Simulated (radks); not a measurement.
The numbers below are computed, except where a source is named.
Question: The mean radii <r> (bohr) of the occupied orbitals of an atom or ion are listed with their occupations. Code: a radial shooting solver on a logarithmic mesh with Libxc functionals. Model: Dirac Kohn-Sham, relativistic LDA (MacDonald-Vosko exchange, VWN5 correlation), spin-unpolarised, spherical densities, finite nucleus; Fermi nuclear charge, rms radius of each element as measured or else 0.836 A^(1/3) + 0.57 fm.

| orbital | occ. | <r> |
|---|---|---|
| 1s1/2 | 2 | 0.03929 |
| 2s1/2 | 2 | 0.1727 |
| 2p1/2 | 2 | 0.1477 |
| 2p3/2 | 4 | 0.1519 |
| 3s1/2 | 2 | 0.4936 |
| 3p1/2 | 2 | 0.4924 |
| 3p3/2 | 4 | 0.5029 |
| 3d3/2 | 4 | 0.4965 |
| 3d5/2 | 6 | 0.5002 |
| 4s1/2 | 2 | 1.355 |
| 4p1/2 | 2 | 1.540 |
| 4p3/2 | 4 | 1.574 |
| 5s1/2 | 1 | 3.850 |

Name the element and its charge. Open shells, if any, fill j = l - 1/2 first.

Answer: Z = 38, strontium, charge +1: Sr+ in [Kr] 5s1. The 1s radius gives Z: for a bare nucleus <r> = (2 gamma + 1)/(2Z) with gamma = sqrt(1 - (Z/c)^2), 0.03844 bohr for Z = 38, and screening makes it slightly larger (0.03929 here). The occupations add up to 37, and the charge is Z minus that.
